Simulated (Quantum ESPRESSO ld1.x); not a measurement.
Question: The mean radii <r> (bohr) of the occupied orbitals of an atom or ion are listed with their occupations. Calculated with ld1.x of Quantum ESPRESSO 7.5: scalar-relativistic Kohn-Sham, LDA (Slater exchange, Perdew-Zunger correlation), spin-polarised, spherical densities, point nucleus.

orbital  occ.      <r>
1s up       1  0.03188
1s down     1  0.03188
2s up       1   0.1385
2s down     1   0.1385
2p up       3   0.1207
2p down     3   0.1207
3s up       1   0.3800
3s down     1   0.3800
3p up       3   0.3792
3p down     3   0.3792
3d up       5   0.3579
3d down     5   0.3578
4s up       1   0.9418
4s down     1   0.9411
4p up       3    1.033
4p down     3    1.033
4d up       5    1.370
4d down     3    1.382

Name the element and its charge. Open shells, if any, are filled with parallel spins first.

Answer: Z = 46, palladium, charge +2: Pd2+ in [Kr] 4d8. The 1s radius gives Z: for a bare nucleus <r> = (2 gamma + 1)/(2Z) with gamma = sqrt(1 - (Z/c)^2), 0.03135 bohr for Z = 46, and screening makes it slightly larger (0.03188 here). The occupations add up to 44, and the charge is Z minus that.
